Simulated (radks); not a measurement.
The numbers below are computed, except where a source is named.
Q: Ionisation of the strontium ion Sr+, [Kr] 5s1, to Sr2+, [Kr], under several functionals. Scalar-relativistic Kohn-Sham, spin-polarised, spherical densities, point nucleus; open shells are filled with parallel spins first (spin-orbit coupling, left out, can overturn this in heavy ions); a radial shooting solver on a logarithmic mesh with Libxc functionals. Known Delta-SCF values: BP86 11.238 eV; revPBE 11.093 eV. What does LDA (Slater exchange, Perdew-Wang correlation) give, and what is its highest occupied eigenvalue?

A: 11.362 eV by Delta-SCF; the 5s eigenvalue is -8.868 eV. NIST: 11.030 eV (measured).
